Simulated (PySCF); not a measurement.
**HfOCl + HCl → HHfO + Cl₂**

Level: PBE0 in the def2-TZVP basis family, computed in PySCF with density fitting; scalar-relativistic core potentials for atoms from Rb on, none lighter, no spin–orbit coupling; open shells unrestricted.

```json
{"species": "HfOCl", "state and structure": "doublet, Cs, Hf–Cl 2.352 Å, Hf–O 1.736 Å; Cl–Hf–O 110.8°", "E (Eh)": "-583.32004", "ZPE (kJ/mol)": "9.0", "H(298 K) − H(0) (kJ/mol)": "12.5", "S° (J/(mol K))": "304.9"}
{"species": "HCl", "state and structure": "singlet, C∞v, H–Cl 1.279 Å", "E (Eh)": "-460.66440", "ZPE (kJ/mol)": "17.9", "H(298 K) − H(0) (kJ/mol)": "8.7", "S° (J/(mol K))": "186.6"}
{"species": "HHfO", "state and structure": "doublet, Cs, Hf–H 1.856 Å, Hf–O 1.734 Å; H–Hf–O 103.8°", "E (Eh)": "-123.75016", "ZPE (kJ/mol)": "19.0", "H(298 K) − H(0) (kJ/mol)": "10.6", "S° (J/(mol K))": "268.7"}
{"species": "Cl₂", "state and structure": "singlet, D∞h, Cl–Cl 1.982 Å", "E (Eh)": "-920.08940", "ZPE (kJ/mol)": "3.5", "H(298 K) − H(0) (kJ/mol)": "9.1", "S° (J/(mol K))": "222.5"}
```

(1) What is the electronic reaction energy?

(2) Add zero-point, thermal and entropy terms for 298.15 K and 1 bar.

Answers

(1) At PBE0/def2-TZVP, ΔE = 380.4 kJ/mol from the differences of the total energies times 2625.5, uphill. 

(2) ΔZPE = -4.4 and Δ[H(298) − H(0)] = -1.5 kJ/mol give ΔH° = 374.5 kJ/mol. ΔS° = -0.3 J/(mol K), so ΔG° = 374.5 − 298.15 × (-0.0003) = 375 kJ/mol.

Spin–orbit coupling can matter for HfOCl, HHfO and is left out. Open d or f shells are single determinants, so the state found may not be the ground state. Each species is the lowest minimum found with this bonding; other isomers or fragments can lie lower.
